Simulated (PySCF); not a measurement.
**Dipole response of Pd⁺ (palladium, charge +1)**

[Kr] 4d9, 2D determinant. Calculation: PySCF 2.14, in x2c-QZVPPall with one added diffuse shell each of s, p, d, f, g type (14s9p8d5f3g, 143 functions); the spin-free X2C one-electron Hamiltonian (Gaussian nucleus). Coupled (time-dependent) response in atomic units; α is the mean over directions.

```
method  mean α (bohr³)         α xx, yy, zz  C₆ (like pair)  S(−4)
   PBE           12.43  12.18, 12.18, 12.93           76.32  59.23
```

S(−4) is the Cauchy moment in α(ω) = α(0) + S(−4) ω² + …

Spin-orbit coupling is absent.

α(iu) at PBE:

```
u (hartree)  α(iu) (bohr³)
          0          12.43
     0.0500          12.28
      0.100          11.88
      0.200          10.64
      0.300          9.306
      0.500          7.170
      0.750          5.414
       1.00          4.252
       1.50          2.832
       2.00          2.017
       3.00          1.162
       5.00         0.5253
```

A single London oscillator, α(iu) = α/(1 + u²/ω²), gives C₆ = (3/4) ω α². Matching the computed C₆ needs ω = 4 × 76.32 / (3 × 12.43²) = 0.659 hartree.

For an ion, C₆ is the dispersion term alone; charge-induced terms of lower order in 1/R come first.

The components differ because the open shell of this determinant is not spherical; for a pure term their mean is the scalar polarisability.
